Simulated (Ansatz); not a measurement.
System: C$_{2}$H$_{3}$O (charge +1, singlet). It need not be the lowest isomer of its formula. 
Structure (B3LYP-D3(BJ)/def2-TZVP (Ansatz, a program for electronic structure) minimum search):
```xyz
6

C     -0.5923    -0.5261    -0.2695
C      0.6578    -0.5018    -0.1251
O     -0.0608     0.7741     0.3962
H     -1.6187    -0.7915    -0.4582
H      1.7096    -0.7269    -0.0739
H      0.0022     1.4931    -0.2701
```
Charge +1, spin multiplicity 1.

Basis-set convergence of Hartree-Fock and MP2 correlation energies (hartree) with Ansatz. Cores are frozen in the correlated levels unless marked. Spin-orbit coupling is left out. No relativistic terms.

The Hartree-Fock reference is unstable (checked in the largest basis), which strains HF and MP2. 

| basis | functions | E(HF) | E(corr, MP2) |
|---|---|---|---|
| cc-pVDZ | - | -151.92324 | -0.43764 |
| cc-pVTZ | 132 | -151.97209 | -0.53994 |
| cc-pVQZ | 255 | -151.98265 | -0.57658 |

Extrapolating the two largest sets (X = 3 and 4) as X^-3: E(corr) = (64·(-0.57658) - 27·(-0.53994))/37 = -0.6033 Eh, an estimate of the basis-set limit. The largest set recovers 95.6 % of it, the smallest 72.5 %.
